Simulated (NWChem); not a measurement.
Species: CH4Cl2Si; SMILES C[SiH](Cl)Cl

```xyz
8

Si    -0.3413     0.4461     0.0000
C     -2.0226    -0.3387     0.0000
Cl     0.7004    -0.1550    -1.6786
Cl     0.7004    -0.1550     1.6786
H     -0.3781     1.9297     0.0000
H     -2.5866    -0.0331    -0.8948
H     -2.5866    -0.0331     0.8948
H     -1.9332    -1.4353     0.0000
```
Atoms are numbered in this order, from 1.

Program: NWChem. Geometry optimised at PBE0/def2-SVP; all other runs use it. 

| quantity | level | value |
|---|---|---|
| solvation free energy (kcal/mol) in n-hexane | PBE0/def2-SVP, SMD | -3.3 |
| anisotropy (bohr³), static | PBE0/def2-SVPD | 12.7 |
| vertical, lowest state with f > 0.02, singlet (eV) | PBE0/def2-SVPD, TDA | … |
| −ε(HOMO) (eV) | PBE/def2-SVP | … |
| dipole (D) | PBE0/def2-SVP | 2.12 |
| highest harmonic frequency (cm⁻¹) | PBE0/def2-SVP | … |

### Question
Complete the blanks.

### Answer

- vertical, lowest state with f > 0.02, singlet (eV), value: 8.01
- −ε(HOMO) (eV), value: 7.31
- highest harmonic frequency (cm⁻¹), value: 3180
